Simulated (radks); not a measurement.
Values are calculated unless marked as measured or tabulated.
The lithium anion Li-, [He] 2s2, held by a Watson sphere: a shell of charge +1.18 at radius R that stands for the Madelung well of a crystal (potential energy -1.18/R inside, -1.18/r outside, in hartree with lengths in bohr). Level of theory: scalar-relativistic Kohn-Sham, LDA (Slater exchange, Perdew-Wang correlation), spin-polarised, spherical densities, point nucleus (a radial shooting solver on a logarithmic mesh with Libxc functionals). Response by self-consistent Sternheimer equations with the Hartree and adiabatic LDA kernel, the relativistic mass of each level held fixed and spin-orbit coupling left out. The sphere does not respond.

R (bohr)  e(1s) (eV)  e(2s) (eV)  <r> 2s (bohr)  sum of <r^2> (bohr^2)  X-ray form factor at sin(theta)/lambda = 0.1 1/angstrom  alpha (bohr^3)
1.98         -54.482      -5.980          3.074                  23.19                                                    2.816           71.89
2.4          -52.777      -5.704          3.228                  25.32                                                    2.744           82.29
2.87         -51.731      -5.365          3.413                  28.08                                                    2.659           97.61
3.12         -51.379      -5.184          3.513                  29.66                                                    2.615           107.2
3.72         -50.836      -4.762          3.747                  33.60                                                    2.518           133.9

Estimate the row for R = 3.26 bohr.

Answer. e(1s) (eV) -51.221; e(2s) (eV) -5.083; <r> 2s (bohr) 3.569; sum of <r^2> (bohr^2) 30.56; X-ray form factor at sin(theta)/lambda = 0.1 1/angstrom 2.592; alpha (bohr^3) 113.0.
